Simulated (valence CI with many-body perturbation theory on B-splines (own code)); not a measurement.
# Forbidden lines of Ca XIV

Level of theory: relativistic CI+MBPT: five valence electrons over a frozen Dirac-Fock core [He], radial functions for each j: 11 s, 11 p, 10 d, 8 f, 5 g, 2 h, with the one-electron correlation potential Σ1 (screened to all orders), the two-electron term Σ2, the three-electron term Σ3, Breit, model QED; selected single and double excitations, second order for the rest, scaled by the run's own slope (own B-spline code, finite nucleus).

No measured levels were compared; by estimate levels of excited configurations hold to 0.05 to 0.15 % of their energy, terms of the ground configuration to about 0.5 %. Among the levels kept, up to 5500 cm⁻¹ of a level comes from second order outside the variational space, and about a tenth of that is noise between levels of different J, which matters for small intervals.

Lines 1 to 29 of 29 in falling wavelength, among levels below 43.835 Ry, chosen from the decays that carry over 1 % of a level's rate. Wavelengths and rates use the calculated energies, so an error of 400 cm⁻¹ moves a line at 150.2 nm by 0.6 % and its rate by three times that or more. Electric multipoles are in the length gauge, E1 and E2 with the static RPA response of the core. Weak lines are less certain than strong ones. Lines between different terms over intervals too small for the method are left out, as are lines whose strength nearly cancels. The highest levels of a list are the least certain.

Names give the largest LS component (configuration and term), which can be under half, so a name can repeat, a term be missing and a line seem to break the LS rules; names also repeat where a configuration has a term twice. Letters in brackets count levels of one name in rising energy.

```tsv
λ vac (nm)	Upper	Lower	Type	A (s⁻¹)	Branch %
1320	2s2 2p3 2D°_5/2	2s2 2p3 2D°_3/2	M1	4.17e+00	22.0
150.2	2s2 2p3 2P°_1/2	2s2 2p3 2D°_3/2	M1	5.84e+02	26.3
143.0	2s2 2p3 2P°_3/2	2s2 2p3 2D°_5/2	M1	6.34e+02	12.2
129.0	2s2 2p3 2P°_3/2	2s2 2p3 2D°_3/2	M1	1.45e+03	27.8
94.08	2s2 2p3 2D°_3/2	2s2 2p3 4S°_3/2	M1	4.88e+02	100.0
87.82	2s2 2p3 2D°_5/2	2s2 2p3 4S°_3/2	M1	1.45e+01	76.7
87.82	2s2 2p3 2D°_5/2	2s2 2p3 4S°_3/2	E2	2.33e-01	1.2
57.84	2s2 2p3 2P°_1/2	2s2 2p3 4S°_3/2	M1	1.64e+03	73.6
54.41	2s2 2p3 2P°_3/2	2s2 2p3 4S°_3/2	M1	3.11e+03	59.8
2.641	2s2 2p2 3p 2S°_1/2	2s2 2p3 2D°_5/2	E2	1.16e+08	2.4
2.636	2s2 2p2 3p 2S°_1/2	2s2 2p3 2D°_3/2	E2	1.82e+08	3.7
2.633	2s2 2p2 3p 4D°_1/2	2s2 2p3 2D°_5/2	E2	1.18e+08	4.7
2.628	2s2 2p2 3p 4D°_1/2	2s2 2p3 2D°_3/2	E2	6.45e+07	2.6
2.605	2s2 2p2 3p 2D°_3/2 [a]	2s2 2p3 2D°_5/2	E2	1.03e+08	1.3
2.602	2s2 2p2 3p 2F°_5/2	2s2 2p3 2P°_3/2	E2	1.10e+08	1.1
2.600	2s2 2p2 3p 2D°_3/2 [a]	2s2 2p3 2D°_3/2	E2	2.61e+08	3.2
2.589	2s2 2p2 3p 2D°_5/2 [a]	2s2 2p3 2D°_5/2	E2	2.50e+08	2.9
2.571	2s 2p3 3p 4F_7/2	2s 2p4 4P_3/2	E2	1.42e+08	1.9
2.564	2s2 2p2 3p 2S°_1/2	2s2 2p3 4S°_3/2	E2	9.09e+07	1.9
2.556	2s 2p3 3p 4F_9/2	2s 2p4 4P_5/2	E2	2.50e+08	4.5
2.556	2s2 2p2 3p 4D°_1/2	2s2 2p3 4S°_3/2	E2	1.47e+08	5.8
2.554	2s2 2p2 3p 4D°_3/2	2s2 2p3 4S°_3/2	E2	2.12e+08	4.0
2.551	2s2 2p2 3p 2F°_7/2	2s2 2p3 2D°_5/2	E2	2.05e+08	2.0
2.551	2s2 2p2 3p 2F°_5/2	2s2 2p3 2D°_3/2	E2	1.64e+08	1.6
2.545	2s2 2p2 3p 4D°_5/2	2s2 2p3 4S°_3/2	E2	2.16e+08	5.3
2.535	2s2 2p2 3p 4D°_7/2	2s2 2p3 4S°_3/2	E2	2.34e+08	8.3
2.220	2s 2p3 3d 2G°_9/2	2s2 2p3 2D°_5/2	E2	1.55e+09	27.6
2.216	2s 2p3 3d 2G°_7/2	2s2 2p3 2D°_3/2	E2	1.45e+09	1.9
2.192	2s 2p3 3d 4F°_9/2 [b]	2s2 2p3 2D°_5/2	E2	1.09e+08	1.3
```
